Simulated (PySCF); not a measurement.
Bonds (- single, = double, # triple, : aromatic): O1=C2 1.187 Å, C2-Cl3 1.791 Å, C2-C4 1.467 Å, C4:C5 1.431 Å, C5:C6 1.364 Å, C6:S7 1.724 Å, S7:C8 1.703 Å, C8:C4 1.379 Å. C5 carries H9; C6 carries H10; C8 carries H11.

Geometry: PBE0-D3(BJ)/def2-SVP; GIAO absolute shieldings from PySCF 2.14.0 with density-fitted response routines, gas phase, non-relativistic, averaged over equivalent atoms.

At PBE0/STO-3G (51 basis functions, 5 s wall time on 1 thread of an Arm Neoverse V1, shared host):
| atoms | σ (ppm) |
| --- | --- |
| O1 | -119.9 |
| C8 | 108.8 |
| C6 | 114.6 |
| C2 | 123.0 |
| C4 | 125.2 |
| C5 | 127.4 |
| Cl3 | 819.1 |
| S7 | 521.1 |
| H11 | 24.96 |
| H9 | 25.76 |
| H10 | 25.81 |

**Question.** Predict the values at PBE0/6-31G on the same geometry.

**Answer.** 
```tsv
atoms	σ at PBE0/6-31G	change
O1	-211.1	-91.2
C8	57.1	-51.7
C6	69.1	-45.5
C2	38.8	-84.2
C4	65.6	-59.6
C5	76.5	-50.9
Cl3	552.1	-267.0
S7	340.4	-180.7
H11	24.46	-0.50
H9	24.86	-0.90
H10	25.45	-0.36
```

The largest change is at Cl3 (chlorine bonded to C). Cost: 86 basis functions, 9.8 s wall time on 1 thread of an Arm Neoverse V1, shared host. The order of the carbon signals changes between the two levels.

Carbons that carry Cl, above all several Cl atoms, come out too deshielded, partly because spin–orbit coupling is missing.
